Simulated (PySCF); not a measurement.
C2H6Al (SMILES [CH3][Al+][CH3]), charge +1, singlet, at a GFN2-xTB geometry (such geometries of metal compounds can be far from the true shape).

The PySCF input:
```python
from pyscf import gto, scf, dft

mol = gto.Mole()
mol.atom = '''
    Al   -0.000000    0.000000   -0.000000
    C     1.507206    0.200427   -1.239094
    H     2.192760   -0.660451   -1.178285
    H     2.091560    1.107770   -1.015367
    H     1.160357    0.276711   -2.282487
    C    -1.507206   -0.200427    1.239094
    H    -2.073403   -1.123741    1.034869
    H    -2.208850    0.645525    1.156299
    H    -1.162424   -0.245814    2.284971
'''
mol.basis = '6-31g*'
mol.charge = 1
mol.spin = 0
mol.verbose = 4
mol.build()

mf = dft.RKS(mol)
mf.xc = 'r2scan'
mf.kernel()
mf.analyze()
```

Task: Estimate the total energy that PySCF with R2SCAN/6-31G* returns for this input.

Result: -321.8831 Eh

Task: What HOMO energy does R2SCAN/6-31G* give?

Result: -13.07 eV

Task: What nuclear repulsion energy does R2SCAN/6-31G* give?

Result: 87.2924 Eh

Task: Give the HOMO-LUMO gap at the level R2SCAN/6-31G*.

Result: 6.00 eV

Task: Predict the number of basis functions from R2SCAN/6-31G*.

Result: 58
